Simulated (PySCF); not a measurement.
Two-component Hartree-Fock for Ta⁶¹⁺ (tantalum, charge +61)

Start: [Ne] 3s2. Calculated with PySCF 2.14 in an even-tempered Gaussian basis (17 s from 6.8 bohr⁻², ratio 2.6; 14 p from 8.8 bohr⁻², ratio 2.6; 6 d from 9 bohr⁻², ratio 2.8; 4 f from 120 bohr⁻², ratio 2.8): generalised Hartree-Fock with the X2C-1e Hamiltonian and a Gaussian nucleus; spin-orbit coupling (SO) screened by Boettger's factors.

```csv
spinor shell,electrons,"ε, screened SO (eV)",weight of nominal j (screened SO),"rms radius, screened SO (bohr)"
1s1/2,2,-72899.4,1.000,0.0211
2s1/2,2,-16622.3,1.000,0.0838
2p1/2,2,-16136.4,1.000,0.0713
2p3/2,4,-14822.2,1.000,0.0782
3s1/2,2,-6772.6,1.000,0.200
```

| quantity | screened SO |
| --- | --- |
| E (hartree) | -11241.54775 |
| M_J | 0 |
| ⟨J²⟩ | 0.000 |
| ⟨L²⟩ | 0.032 |
| ⟨S²⟩ | 0.032 |

Breit and QED terms are absent; they matter most for the inner s and p1/2 levels.

Densities and radii are taken from the X2C orbitals without a picture-change correction, which distorts them close to the nucleus.
